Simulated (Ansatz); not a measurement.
Input file for Ansatz (a quantum-chemistry and plane-wave program): R-wB97M-V/def2-TZVPP on GaH5N2 (SMILES [NH2][GaH][NH2]), a point of a torsion scan.

Ansatz 0.2 input:
```yaml
crystal:
  periodic: [false, false, false]
  atoms:
    - {symbol: N, position_ang: [1.54057677, -0.41457843, -0.08162295]}
    - {symbol: Ga, position_ang: [-0.03429821, 0.25133399, 0.59596698]}
    - {symbol: N, position_ang: [-0.37299071, 0.52625782, 2.36017176]}
    - {symbol: H, position_ang: [1.64181704, -1.41798909, -0.19854853]}
    - {symbol: H, position_ang: [2.40571725, -0.08942781, 0.34343559]}
    - {symbol: H, position_ang: [-1.16681918, 0.57735271, -0.38357084]}
    - {symbol: H, position_ang: [0.28226094, 0.37793072, 3.11824158]}
    - {symbol: H, position_ang: [-1.19479398, 0.98967172, 2.72373861]}
basis:
  gaussian:
    orbitals: def2-TZVPP
hamiltonian:
  xc: {name: wB97M-V}
scf: {lower_state_search: off}
```

The head of its log:

```
WARN ansatz: RAYON_NUM_THREADS=1 ignored (pool sized by the plan → 1); use --threads N
Functional definition: wB97M-V
these checks for a lower state are left out or cut short: stability, starts, cluster_reference, orbital_swaps, neighbouring_geometries, increment
integrals: 0.12 GiB planned
1008 factors; their error is unknown
integrals: 0.15 GiB planned
246 factors; integrals over basis functions are off by at most 6.6e-6 eV
mean field: 1.00 GiB planned
mean field evaluation 1: about -55427.7558 eV, gradient 7.3e1 eV
mean field evaluation 2: about -55426.0618 eV, gradient 7.9e1 eV
```

Question: Predict the final total energy.

Answer: -2037.2884 hartree.
